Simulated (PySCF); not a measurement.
# Bond energies at PBE/def2-TZVPP beside a composite method

PySCF, lowest determinants of a PBE0 search. The composite is CCSD(T) extrapolated to the basis-set limit from two correlation-consistent sets, with core-valence (CV) and scalar-relativistic (SR) terms as its label shows; it has no spin–orbit coupling and nothing beyond (T).

```csv
species,state (unpaired electrons),De PBE (eV),De composite (eV),composite,dissociates to
SiBr,doublet (π ↑),4.07,3.88,CCSD(T)/CBS(TQ),Si + Br
AuH,singlet (closed shell),3.19,3.21,CCSD(T)/CBS(TQ)+CV,H + Au (5d10 6s1)
LiSi,"quartet (σ ↑, π ↑↑)",1.81,1.88,CCSD(T)/CBS(TQ)+CV+SR,Li + Si
PS,doublet (π ↑),4.89,4.49,CCSD(T)/CBS(TQ)+SR,P + S
SnO,singlet (closed shell),6.17,5.77,CCSD(T)/CBS(DT)+CV,Sn + O
AlCl,singlet (closed shell),5.26,5.32,CCSD(T)/CBS(TQ)+CV+SR,Al + Cl
PbH,doublet (π ↑),2.51,2.53,CCSD(T)/CBS(DT),H + Pb
GeF,doublet (π ↑),5.61,5.29,CCSD(T)/CBS(DT),Ge + F
```

Does PBE bind more or less than the composite, by how much on average, and where is the difference largest?

PBE/def2-TZVPP binds more on average, method and basis taken together: the mean signed difference is +0.14 eV and the mean absolute one 0.19 eV; it is largest for SnO (+0.40 eV).

The molecules are drawn from runs that passed checks on state, spin purity and fit, so the hardest cases are missing and the errors look smaller than over all diatomics.

Correlated steps freeze the inner cores (4 to 14 orbitals); shallow outer-core shells are correlated. These are scalar-relativistic numbers at best; spin–orbit coupling would shift them, the dissociation energy most. Where the molecule has an RHF reference, its open-shell atoms are computed with UHF. The CCSD T1 diagnostic is raised in AuH, SnO, a sign that a single reference may not be enough there. States were picked by a PBE0 search and need not be the measured ground states.
